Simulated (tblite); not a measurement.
C7H17AlF3N.
Atom-mapped SMILES: `[CH3:1][CH2:2][CH2:3][CH2:4][N@@+:5]([CH3:6])([AlH3-:7])[CH2:8][C:9]([F:10])([F:11])[F:12]` (hydrogens: H13, H14, H15 on C1; H16, H17 on C2; H18, H19 on C3; H20, H21 on C4; H22, H23, H24 on C6; H25, H26, H27 on Al7; H28, H29 on C8)

Computed with GFN2-xTB (tblite), gas phase: L-BFGS steps from a force-field or distance-geometry start until the largest atomic force falls under 0.01 eV/Å.

Step 0: E = -1140.2221 eV
```
atom  x, y, z in Å  |  force x, y, z in eV/Å
C1      3.8388   -0.3418    0.5061   -0.439   0.444   0.107
C2      2.6631    0.5047   -0.0199    0.386  -0.222   0.929
C3      1.3418   -0.2192    0.1862   -0.492   0.158  -0.198
C4      0.1740    0.6026   -0.3949    0.137  -0.372   0.719
N5     -1.1297    0.0371    0.0023    0.245   0.099  -0.296
C6     -1.4320   -1.2155   -0.6873    0.284   0.079   0.220
Al7    -1.2631   -0.4024    2.0300   -0.004  -0.009   0.086
C8     -2.1883    1.0183   -0.1585   -0.316  -0.334  -0.125
C9     -2.2609    1.7783   -1.4812   -0.262   0.039  -0.013
F10    -1.3439    2.7431   -1.5868    0.098   0.083  -0.059
F11    -2.1328    1.0065   -2.5724    0.035   0.027   0.063
F12    -3.4593    2.3847   -1.5935    0.171  -0.087   0.026
H13     3.9125   -1.2641   -0.0461    0.046  -0.252  -0.160
H14     4.7694    0.2060    0.4094    0.066   0.015  -0.019
H15     3.6802   -0.5786    1.5570    0.033   0.016  -0.053
H16     2.8160    0.7125   -1.0597    0.058   0.128  -0.648
H17     2.6443    1.4574    0.5231   -0.006  -0.125  -0.107
H18     1.3834   -1.2033   -0.2893    0.030   0.093   0.059
H19     1.1459   -0.3541    1.2596    0.039  -0.004  -0.134
H20     0.2387    1.6045    0.0406   -0.024  -0.027  -0.056
H21     0.2594    0.6751   -1.4745    0.013   0.002  -0.317
H22    -1.4854   -1.1090   -1.7692   -0.043   0.002  -0.063
H23    -2.3676   -1.5889   -0.2859   -0.217  -0.100  -0.018
H24    -0.6638   -1.9468   -0.4295   -0.042   0.091  -0.043
H25    -2.8329   -0.4893    2.0948   -0.010   0.001   0.002
H26    -0.5106   -1.7682    2.1490    0.014   0.010  -0.017
H27    -0.6037    0.9451    2.5165   -0.009  -0.014  -0.016
H28    -3.1563    0.5110   -0.0292    0.157   0.114  -0.007
H29    -2.0967    1.7601    0.6361    0.050   0.141   0.139
```

**Question.** Estimate the geometry and energy of step 1. (The exact step hangs on the optimiser's Hessian estimate; all steps are aligned on step 0, rigid shifts and turns removed.)

**Answer.** E = -1140.2501 eV, largest force 0.102 eV/Å
```
atom  x, y, z in Å  |  force x, y, z in eV/Å
C1      3.8325   -0.3355    0.5077   -0.019  -0.038   0.033
C2      2.6686    0.5016   -0.0067    0.008  -0.010  -0.101
C3      1.3347   -0.2170    0.1834   -0.069   0.003   0.060
C4      0.1759    0.5973   -0.3846    0.041  -0.031  -0.023
N5     -1.1262    0.0385   -0.0019    0.015   0.022  -0.070
C6     -1.4279   -1.2143   -0.6842    0.018   0.039   0.043
Al7    -1.2632   -0.4025    2.0312   -0.007  -0.006   0.061
C8     -2.1928    1.0135   -0.1603    0.042   0.009  -0.009
C9     -2.2647    1.7789   -1.4814   -0.062   0.009   0.011
F10    -1.3425    2.7443   -1.5876    0.026   0.008  -0.026
F11    -2.1323    1.0069   -2.5715    0.027   0.016   0.027
F12    -3.4568    2.3835   -1.5932    0.027  -0.005   0.004
H13     3.9131   -1.2677   -0.0484   -0.003   0.031   0.000
H14     4.7703    0.2062    0.4091   -0.027  -0.007  -0.006
H15     3.6807   -0.5784    1.5562    0.028   0.004   0.023
H16     2.8168    0.7143   -1.0690   -0.007   0.003   0.005
H17     2.6442    1.4556    0.5215   -0.004   0.008   0.014
H18     1.3838   -1.2019   -0.2885    0.014   0.085   0.032
H19     1.1465   -0.3541    1.2577    0.003  -0.025  -0.098
H20     0.2384    1.6041    0.0398   -0.018  -0.030  -0.013
H21     0.2596    0.6751   -1.4791    0.010  -0.022   0.067
H22    -1.4860   -1.1090   -1.7701   -0.021  -0.014   0.041
H23    -2.3707   -1.5903   -0.2862   -0.055  -0.029  -0.051
H24    -0.6644   -1.9455   -0.4302    0.047   0.014  -0.005
H25    -2.8331   -0.4893    2.0948   -0.008   0.001   0.002
H26    -0.5104   -1.7681    2.1487    0.014   0.007  -0.013
H27    -0.6039    0.9449    2.5163   -0.008  -0.011  -0.013
H28    -3.1541    0.5126   -0.0293   -0.029  -0.021   0.017
H29    -2.0960    1.7622    0.6381    0.016  -0.010  -0.011
```

The energy changes by -0.0281 eV. The first-order estimate −F·Δx gives -0.0567 eV and the mean of the old and new forces, exact on a quadratic surface, -0.0282 eV. The step makes an angle of 1° with the force vector and moves no atom by more than 0.015 Å.

What follows is the cost of the whole relaxation. Time: 0.73 s wall, 1.1 s CPU. Hardware: 2 threads, AMD EPYC 7571 (x86_64), shared host.
